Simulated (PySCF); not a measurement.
Compound: C2H2Cl3F3Si.
Atom-mapped SMILES: `[F:1][C:2]([F:3])([F:4])[SiH2:5][C:6]([Cl:7])([Cl:8])[Cl:9]` (hydrogens: H10, H11 on Si5)

The same species was optimised twice, with GFN2-xTB and with PBE0-D3(BJ)/def2-SVP (PySCF), and the same property calculations (PySCF, gas phase) were run on both structures.

```csv
coordinate,GFN2-xTB,PBE0-D3(BJ)/def2-SVP,change
Si5–C6 (Å),1.932,1.912,-0.020
C2–Si5 (Å),1.954,1.935,-0.019
C6–Cl9 (Å),1.776,1.785,+0.009
C2–F3 (Å),1.342,1.335,-0.007
C2–F4 (Å),1.342,1.336,-0.006
F1–C2 (Å),1.349,1.344,-0.005
C6–Cl7 (Å),1.776,1.776,0.000
C6–Cl8 (Å),1.776,1.777,+0.001
C2–Si5–C6 (°),108.0,110.3,+2.3
F1–C2–Si5 (°),109.8,108.4,-1.4
Si5–C6–Cl9 (°),108.2,106.9,-1.3
F1–C2–F3 (°),106.1,107.3,+1.2
F1–C2–F4 (°),106.1,107.4,+1.3
Cl7–C6–Cl9 (°),108.8,110.0,+1.2
Cl8–C6–Cl9 (°),108.8,109.9,+1.1
F4–C2–Si5 (°),113.7,112.7,-1.0
F1–C2–Si5–C6 (°),180,-179,+1
C2–Si5–C6–Cl7 (°),-61,-60,+1
```

Rotational constants: A = 1322, B = 539.3, C = 535.4 MHz (GFN2-xTB) against A = 1309, B = 542.0, C = 538.9 MHz (PBE0-D3(BJ)/def2-SVP).

On the GFN2-xTB structure: HOMO (eV) -8.95 [PBE0/pcSseg-1]; LUMO (eV) -1.32 [PBE0/pcSseg-1]; dipole (D) 2.12 [PBE0/pcSseg-1]; GIAO shielding of F1/F3/F4 (mean) (ppm) 240.3 [PBE0/pcSseg-1]; GIAO shielding of C2 (ppm) 50.9 [PBE0/pcSseg-1]; GIAO shielding of Si5 (ppm) 384.8 [PBE0/pcSseg-1]; GIAO shielding of C6 (ppm) 78.2 [PBE0/pcSseg-1]; GIAO shielding of Cl7/Cl8/Cl9 (mean) (ppm) 506.9 [PBE0/pcSseg-1].

Problem. What do these properties become on the PBE0-D3(BJ)/def2-SVP structure?

Solution. 
```csv
property,level,on GFN2-xTB,on PBE0-D3(BJ)/def2-SVP,change
HOMO (eV),PBE0/pcSseg-1,-8.95,-8.92,+0.03
LUMO (eV),PBE0/pcSseg-1,-1.32,-1.36,-0.04
dipole (D),PBE0/pcSseg-1,2.12,1.65,-0.47
"energy, GFN2-xTB geometry as zero (kcal/mol)",PBE0/pcSseg-1,0.0,-0.9,-0.9
GIAO shielding of F1/F3/F4 (mean) (ppm),PBE0/pcSseg-1,240.3,245.3,+5.0
GIAO shielding of C2 (ppm),PBE0/pcSseg-1,50.9,53.1,+2.2
GIAO shielding of Si5 (ppm),PBE0/pcSseg-1,384.8,386.9,+2.1
GIAO shielding of C6 (ppm),PBE0/pcSseg-1,78.2,78.1,-0.1
GIAO shielding of Cl7/Cl8/Cl9 (mean) (ppm),PBE0/pcSseg-1,506.9,512.6,+5.7
```

The heavy atoms differ by 0.037 Å rms after alignment. Among bonds between heavy atoms C2–Si5 and Si5–C6 change most and about equally (-0.020 to -0.019 Å). Changes are differences of the printed values. Neither structure is proved a minimum here.

The values belong to the conformer `[F:1][C:2]([F:3])([F:4])[SiH2:5][C:6]([Cl:7])([Cl:8])[Cl:9]`: F1–C2–Si5–C6 -179°, C2–Si5–C6–Cl7 -60°.
